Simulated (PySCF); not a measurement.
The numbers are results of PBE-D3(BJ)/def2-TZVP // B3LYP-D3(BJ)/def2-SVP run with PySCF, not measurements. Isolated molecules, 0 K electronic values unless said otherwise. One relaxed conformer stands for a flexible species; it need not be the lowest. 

Reference species (SMILES): `C(C)[Si](Cl)(Cl)Cl` (neutral, multiplicity 1).

| Quantity | Value |
|---|---|
| LUMO | -1.06 eV |
| HOMO–LUMO gap | 6.60 eV |

Changed species: `CC[Si](CC)(CC)Cl` (3 of 4 Cl replaced by C2H5; the reference has 1 of 4 Cl replaced by C2H5).

Task: What does the change do to the LUMO and HOMO–LUMO gap?

Result: the LUMO rises by 1.06 eV, to 0.00 eV; the HOMO–LUMO gap hardly moves.
